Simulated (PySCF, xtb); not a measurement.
SnOF, SMILES [O]=[Sn][F], multiplicity 2.

Harmonic wavenumbers (cm⁻¹) from GFN2-xTB run with xtb at its own minimum, in rising order: 128, 344, 546.

### Question
What does B3LYP-D3(BJ)/def2-TZVP in PySCF give at its own minimum? (Estimate from the structure and the level; the computed values follow.)

### Answer
142, 530, 576. Paired by order, the mean absolute difference is 76 cm⁻¹ and the zero-point energies are 1.5 and 1.8 kcal/mol.
